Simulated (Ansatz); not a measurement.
Basis-set series for CH₃AlClFS (`C[S][Al]([F])[Cl]`). Charge 0, multiplicity 1. Geometry: relaxed with PBE0-D4/def2-TZVP. It is one conformer, not always the lowest.

```tsv
functional	basis	functions	energy (Eh)	HOMO (eV)	LUMO (eV)
PBE0-D4	def2-TZVPP	230	-1240.32370	-7.60	-0.91
PBE0-D4	def2-QZVPP	414	-1240.36516	-7.63	-1.06
ωB97M-V	def2-TZVPP	230	-1240.76364	-9.76	0.77
ωB97M-V	def2-QZVPP	414	-1240.80310	-9.80	0.43
```

Question: Give the rows for def2-SVP. (Best estimate.)

Answer: The calculation gave: 
```
functional     basis  functions  energy (Eh)  HOMO (eV)  LUMO (eV)
   PBE0-D4  def2-SVP         97  -1239.76702      -7.52      -0.73
   ωB97M-V  def2-SVP         97  -1240.20544      -9.64       0.98
```

Positive LUMOs are unbound and depend on the basis.

Computed with Ansatz.
